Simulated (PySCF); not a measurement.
## Relaxation of triplet FRuN

Computed with UPBE0/[Ru def2-TZVP with ECP28, N def2-TZVP, F def2-TZVP], scalar-relativistic core potentials, density fitting, no spin–orbit coupling, PySCF. A (50,194) grid was used.

A hand-made linear start, of C∞v symmetry, held to at least that symmetry:

```xyz
3
charge 0 multiplicity 3, angstrom
Ru    0.0000    0.0000   -0.0856
N     0.0000    0.0000   -1.8256
F     0.0000    0.0000    1.8044
```

**Question.** What does it relax to?

**Answer.** It ends at C∞v with Ru–F 1.906 Å, Ru–N 1.607 Å; F–Ru–N 180.0°. A frequency run shows 2 imaginary modes (one degenerate set), down to 164i cm⁻¹, so it is a higher-order saddle point. Other isomers or separated fragments may lie lower.

**Question.** How much energy is released, and in how many steps?

**Answer.** 33.2 kJ/mol in 4 steps.

Open d and f shells are described by one determinant, and the ground state may have another occupation or spin. At this level a singlet minimum of Cs symmetry lies 65 kJ/mol below this structure.

The relaxation took about 29 core-seconds on a shared host.
